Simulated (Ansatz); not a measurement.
Species: C$_{3}$H$_{4}$Si, SMILES `C#C[SiH]=C` (charge 0, multiplicity 1), formula C₃H₄Si.

How many basis functions does frozen-core CCSD(T)/def2-TZVPP // PBE0-D3(BJ)/def2-TZVP run with Ansatz (a program for electronic structure) use, how many core orbitals are frozen, and how many electrons are correlated?

191 basis functions and 8 frozen orbitals, which leaves 20 correlated electrons. Core time is of the order of minutes.
